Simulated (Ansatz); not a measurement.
This geometry of CH₇NOSi (11 atoms, charge 0, multiplicity 1) is a first-order saddle point.

Method: Ansatz 0.2.0, RKS B3LYP/def2-mTZVP.

```xyz
11
Properties=species:S:1:pos:R:3
Si -0.417 0.568 -0.148
N 1.411 0.350 -0.561
O 0.082 1.764 0.792
H 1.259 1.284 0.250
H -1.105 0.877 -1.430
C -1.112 -1.009 0.580
H 1.758 0.626 -1.476
H 1.934 -0.456 -0.227
H -2.128 -0.838 0.946
H -0.519 -1.350 1.431
H -1.164 -1.816 -0.156
```

Which two structures does it join? (They come from a converged band through this point; their orientation in space is the band's.)

Bonds broken: O3–H4. Bonds formed: N2–H4.

First end point:

```xyz
11
Properties=species:S:1:pos:R:3
Si -0.122 0.413 -0.230
N 1.391 -0.103 -0.874
O -0.010 1.548 0.990
H 0.539 2.322 0.816
H -0.831 0.987 -1.402
C -1.060 -0.994 0.564
H 1.761 0.266 -1.737
H 2.103 -0.570 -0.330
H -1.994 -0.643 1.008
H -0.477 -1.459 1.363
H -1.300 -1.768 -0.168
```

Last end point:

```xyz
11
Properties=species:S:1:pos:R:3
Si -0.514 0.733 0.198
N 1.332 0.434 -0.553
O -0.235 1.716 1.357
H 1.728 1.369 -0.648
H -1.107 1.192 -1.099
C -1.035 -1.056 0.462
H 1.424 -0.051 -1.445
H 1.898 -0.051 0.143
H -2.080 -1.088 0.782
H -0.451 -1.538 1.250
H -0.962 -1.660 -0.448
```

How far does it lie above each of them?

40.1 kcal/mol above the first and 12.8 kcal/mol above the second. This is the barrier of this one path; another mechanism may lie lower. The orbitals stay closed-shell, which can raise the energy where a bond breaks towards radicals; this wasn't checked here.

Time of the run: 3 min on 2 threads of Arm Neoverse V2 (shared host), peak memory 0.21 GiB.
